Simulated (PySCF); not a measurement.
**Interval between two levels of Tl⁺ by level of theory**

Tl⁺ [Xe] 4f14 5d10 6s2 → Tl⁺ [Xe] 4f14 5d9 6s2 6p1 [3F4, M_J = 4], as a difference of total energies. All numbers are calculated (PySCF 2.14, the two-component X2C-1e Hamiltonian, in x2c-TZVPall-2c (11s11p9d3f, 110 functions)). Correlated levels: [Kr] 4d10 4f14 frozen; the 26 highest virtual spinors dropped. "Screened" scales the spin-orbit matrix elements by Boettger's factors to mimic the two-electron term; Breit and QED terms are absent.

```json
{"method": "GHF (screened spin-orbit)", "interval between two levels (cm⁻¹)": "116290"}
{"method": "GMP2 (screened spin-orbit)", "interval between two levels (cm⁻¹)": "123740"}
```

The labels give the starting determinants; with spin-orbit coupling the two ends relaxed to ⟨J²⟩ = 0.00, ⟨L²⟩ = 0.19, ⟨S²⟩ = 0.19 and ⟨J²⟩ = 20.01, ⟨L²⟩ = 12.19, ⟨S²⟩ = 2.19.
